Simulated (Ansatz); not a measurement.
Mulliken charges of BClFHS, SMILES `FB(S)Cl` from r2SCAN/def2-TZVPP in Ansatz (PBE0-D4/def2-TZVP geometry).

```tsv
atom	x (Å)	y (Å)	z (Å)	charge (e)
F1	-0.530	-1.166	0.715	-0.240
B2	-0.425	-0.151	-0.120	0.387
S3	1.060	0.851	-0.211	-0.123
Cl4	-1.776	0.224	-1.165	-0.136
H5	1.722	0.168	0.739	0.112
```

Q: By hand: the dipole of these point charges (1 e Å = 4.8032 D).

A: Σ q r = (0.267, 0.105, 0.049) e Å, of length 0.291 e Å = 1.40 D.

Q: How does the dipole of the full density compare? (An estimate is asked.)

A: The calculation gave: (0.221, 0.005, 0.112) e Å, 1.19 D; the point charges give 1.18 times that, at 26° from its direction.

Point charges leave out the atoms' own dipoles, such as those of lone pairs, and Mulliken's split depends on the basis, so the two needn't agree.
